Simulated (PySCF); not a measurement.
H4BFOSi, singlet, geometry from GFN2-xTB. Base run: M062X/6-31G (PySCF).

PySCF was given this input:
```python
from pyscf import gto, scf, dft, solvent

mol = gto.M(
    atom='''
B     0.31639535   -0.27710746    0.33821130
F     1.63279525   -0.44084850    0.09019323
O    -0.14638599   -0.83967889    1.45119126
H     0.47847073   -1.32136809    2.00038336
Si   -0.85820610    0.73643461   -0.88458140
H    -2.22179807    0.89199869   -0.36885763
H    -0.98669639    0.09727435   -2.20248271
H    -0.36113687    2.09261550   -1.15722923
''',
    basis='6-31g',
    verbose=4,
)

mf = dft.RKS(mol)
mf.xc = 'm062x'
mf.kernel()
```

Variants of this job, named by their change:

```csv
change,ΔE vs base (kcal/mol),dipole (D),HOMO-LUMO gap (eV)
base,0.000,1.63,10.81
model = IEF-PCM; solvent = tetrahydrofuran,-4.58,1.90,10.86
model = SS(V)PE; solvent = tetrahydrofuran,-4.54,1.89,10.86
model = COSMO; solvent = tetrahydrofuran,-4.59,1.90,10.86
model = IEF-PCM; solvent = tetrahydrofuran; lebedev_order = 41,-4.60,1.90,10.86
model = IEF-PCM; solvent = 2-propanol,-5.28,1.94,10.87
model = ddCOSMO; solvent = tetrahydrofuran,-3.71,1.85,10.87
model = IEF-PCM; solvent = tetrahydrofuran; lebedev_order = 11,-4.39,1.89,10.86
model = IEF-PCM; solvent = tetrahydrofuran; vdw_scale = 1.0,-8.77,1.95,10.88
model = IEF-PCM; solvent = acetonitrile,-5.49,1.95,10.87
model = IEF-PCM; solvent = tetrahydrofuran; vdw_scale = 1.1,-6.26,1.93,10.87
model = C-PCM; solvent = tetrahydrofuran,-4.92,1.92,10.86
```

The base is the gas phase, so ΔE is the electrostatic part of solvation at a fixed geometry, without cavity and dispersion terms.
